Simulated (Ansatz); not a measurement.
Reactions of `[AlH2][CH](S)[GeH3]`.

Gas-phase electronic energies from Ansatz, PBE0-D4/def2-TZVP geometries. CBS: MP2 limit from def2 TZ/QZ plus the TZ coupled-cluster correction, frozen cores. This one scheme is used for every species. For Ge outer-core shells are correlated without core-valence functions, which leaves a few kJ/mol of doubt a bond. Scalar relativity is left out up to krypton. Each species was taken in one conformer, which may not be the lowest.

(1) Order these by ΔE at CCSD(T)/CBS, lowest first. (Best estimate.)
A. `[AlH2][CH](S)[GeH3]` + `C[NH][AlH2]` → `C[N]([AlH2])[AlH2]` + `S[CH2][GeH3]`
B. `[AlH2][CH](S)[GeH3]` + H₂S → `[AlH2][SH]` + `S[CH2][GeH3]`
C. `[AlH2][CH](S)[GeH3]` + `O[SiH](O)O` → `O[SiH](O)[O][AlH2]` + `S[CH2][GeH3]`
D. `[AlH2][CH](S)[GeH3]` + `N[SiH3]` → `[AlH2][NH][SiH3]` + `S[CH2][GeH3]`

Largest T1 diagnostic: 0.012, for `C[N]([AlH2])[AlH2]`.

## Answers

(1) C (-151.3 kJ/mol), B (-109.6 kJ/mol), D (-98.3 kJ/mol), A (-73.6 kJ/mol).
